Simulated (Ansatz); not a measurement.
Geometry optimisation of the cluster Nb4⁻.

```yaml
crystal:
  periodic: [false, false, false]
  atoms:
    - {symbol: Nb, position_ang: [1.310580, 0.459150, -2.374490]}
    - {symbol: Nb, position_ang: [0.123860, 0.548390, 0.623380]}
    - {symbol: Nb, position_ang: [-2.481230, 0.733000, 0.142510]}
    - {symbol: Nb, position_ang: [1.046790, -1.740540, 1.608600]}
basis:
  gaussian: {orbitals: def2-SVPD}
total_charge: -1
magnetization: {spin_polarized: true, initial_magnetization: 1}
hamiltonian: {xc: pbe0, dispersion: d4}
scf: {lower_state_search: "off"}
output: {orbitals: {seedname: orbitals}}
relax: {f_tol: 0.02, max_steps: 100}
```

```sh
$ ansatz run in.yaml --threads 4 --pin off --events-out ev --progress --plain --max-ram 3916MiB
```

It prints (some lines left out):

```
Functional definition: PBE0
mean field -6188.91785725 eV, -227.4385362548 hartree, gradient 3.7e-6 eV, S^2 6.814493; 0 other end points of the search recorded, 0 dependent functions left out
relax step   1: F+E_penalty+E_count = -6189.20927171 eV  Δ(F+E_penalty+E_count) = +0.000e0 eV  max|allowed force component| = 1.739e0 eV/Å  Δτ_max = 0.0000 Å  (519 SCF iters, accepted)
mean field -6189.65022975 eV, -227.4654504476 hartree, gradient 6.5e-6 eV, S^2 5.547432; 0 other end points of the search recorded, 0 dependent functions left out
relax step   2: F+E_penalty+E_count = -6189.91473208 eV  Δ(F+E_penalty+E_count) = -7.055e-1 eV  max|allowed force component| = 2.716e0 eV/Å  Δτ_max = 0.1948 Å  (135 SCF iters, accepted)
mean field -6190.45860669 eV, -227.4951577524 hartree, gradient 2.6e-6 eV, S^2 5.198222; 0 other end points of the search recorded, 0 dependent functions left out
relax step   3: F+E_penalty+E_count = -6190.69448751 eV  Δ(F+E_penalty+E_count) = -7.798e-1 eV  max|allowed force component| = 9.348e-1 eV/Å  Δτ_max = 0.1999 Å  (94 SCF iters, accepted)
mean field -6191.00702051 eV, -227.5153115885 hartree, gradient 3.2e-6 eV, S^2 4.915593; 0 other end points of the search recorded, 0 dependent functions left out
relax step   4: F+E_penalty+E_count = -6191.24473217 eV  Δ(F+E_penalty+E_count) = -5.502e-1 eV  max|allowed force component| = 1.523e0 eV/Å  Δτ_max = 0.1949 Å  (80 SCF iters, accepted)
mean field -6191.74744610 eV, -227.5425217269 hartree, gradient 3.9e-6 eV, S^2 4.316661; 0 other end points of the search recorded, 0 dependent functions left out
relax step   5: F+E_penalty+E_count = -6191.98228637 eV  Δ(F+E_penalty+E_count) = -7.376e-1 eV  max|allowed force component| = 1.038e0 eV/Å  Δτ_max = 0.1950 Å  (90 SCF iters, accepted)
mean field -6192.48497441 eV, -227.5696253927 hartree, gradient 3.7e-6 eV, S^2 3.941635; 0 other end points of the search recorded, 0 dependent functions left out
relax step   6: F+E_penalty+E_count = -6192.66648718 eV  Δ(F+E_penalty+E_count) = -6.842e-1 eV  max|allowed force component| = 9.877e-1 eV/Å  Δτ_max = 0.1950 Å  (80 SCF iters, accepted)
mean field -6193.42091544 eV, -227.6040205911 hartree, gradient 2.4e-6 eV, S^2 3.301822; 0 other end points of the search recorded, 0 dependent functions left out
relax step   7: F+E_penalty+E_count = -6193.60290223 eV  Δ(F+E_penalty+E_count) = -9.364e-1 eV  max|allowed force component| = 1.358e0 eV/Å  Δτ_max = 0.1950 Å  (83 SCF iters, accepted)
mean field -6194.33567840 eV, -227.6376375095 hartree, gradient 2.5e-6 eV, S^2 1.867911; 0 other end points of the search recorded, 0 dependent functions left out
relax step   8: F+E_penalty+E_count = -6194.51840254 eV  Δ(F+E_penalty+E_count) = -9.155e-1 eV  max|allowed force component| = 1.511e0 eV/Å  Δτ_max = 0.1956 Å  (119 SCF iters, accepted)
mean field -6194.51587566 eV, -227.6442596370 hartree, gradient 4.4e-6 eV, S^2 1.076039; 0 other end points of the search recorded, 0 dependent functions left out
relax step   9: F+E_penalty+E_count = -6194.69912532 eV  Δ(F+E_penalty+E_count) = -1.807e-1 eV  max|allowed force component| = 2.348e0 eV/Å  Δτ_max = 0.1900 Å  (112 SCF iters, accepted)
mean field -6194.77259081 eV, -227.6536937446 hartree, gradient 2.9e-6 eV, S^2 1.396792; 0 other end points of the search recorded, 0 dependent functions left out
relax step  10: F+E_penalty+E_count = -6194.95564100 eV  Δ(F+E_penalty+E_count) = -2.565e-1 eV  max|allowed force component| = 3.185e-1 eV/Å  Δτ_max = 0.0798 Å  (82 SCF iters, accepted)
mean field -6194.76338735 eV, -227.6533555237 hartree, gradient 5.4e-6 eV, S^2 1.325751; 0 other end points of the search recorded, 0 dependent functions left out
relax step  11: F+E_penalty+E_count = -6194.94639163 eV  Δ(F+E_penalty+E_count) = +9.249e-3 eV  max|allowed force component| = 2.844e-1 eV/Å  Δτ_max = 0.0409 Å  (74 SCF iters, rejected (line search))
mean field -6194.77624068 eV, -227.6538278748 hartree, gradient 2.7e-6 eV, S^2 1.438026; 0 other end points of the search recorded, 0 dependent functions left out
relax step  12: F+E_penalty+E_count = -6194.95924972 eV  Δ(F+E_penalty+E_count) = -3.609e-3 eV  max|allowed force component| = 8.264e-2 eV/Å  Δτ_max = 0.0180 Å  (71 SCF iters, accepted)
mean field -6194.77519026 eV, -227.6537892726 hartree, gradient 3.4e-6 eV, S^2 1.401229; 0 other end points of the search recorded, 0 dependent functions left out
relax step  13: F+E_penalty+E_count = -6194.95819630 eV  Δ(F+E_penalty+E_count) = +1.053e-3 eV  max|allowed force component| = 1.105e-1 eV/Å  Δτ_max = 0.0186 Å  (71 SCF iters, rejected (line search))
mean field -6194.77735386 eV, -227.6538687833 hartree, gradient 8.2e-6 eV, S^2 1.427460; 0 other end points of the search recorded, 0 dependent functions left out
relax step  14: F+E_penalty+E_count = -6194.96036599 eV  Δ(F+E_penalty+E_count) = -1.116e-3 eV  max|allowed force component| = 4.189e-3 eV/Å  Δτ_max = 0.0092 Å  (62 SCF iters, accepted)
Total energy: -6194.96038882 eV, -227.6605951940 hartree
Atom 0 at     0.648494     0.026488    -1.398636 Å, force    -0.001815     0.000408     0.002816 eV/Å
Atom 1 at     0.440927     1.217772     0.768580 Å, force     0.000939     0.004189    -0.000894 eV/Å
Atom 2 at    -1.538873    -0.003119    -0.095215 Å, force     0.002530    -0.001556    -0.000630 eV/Å
Atom 3 at     0.449452    -1.241141     0.725272 Å, force    -0.001654    -0.003041    -0.001292 eV/Å
Dipole moment:    -0.039481     0.000955    -0.066195 e Å
Checks for a lower state left out: stability, starts, cluster_reference, orbital_swaps, neighbouring_geometries, increment
```

It took 3.5 min on 4 threads of Intel Xeon Platinum 8259CL on a shared host.

In the def2 sets Nb takes a core potential; there is no spin–orbit coupling. The charge -1 doublet is spin-contaminated (final ⟨S²⟩ up to 1.43, 0.75 for a pure state). The highest occupied level of the charge -1 doublet lies above zero (up to 0.22 eV). The electron is either unbound and held by the finite basis, or the level is raised by self-interaction error. The structure comes from a short search, and lower isomers may exist.
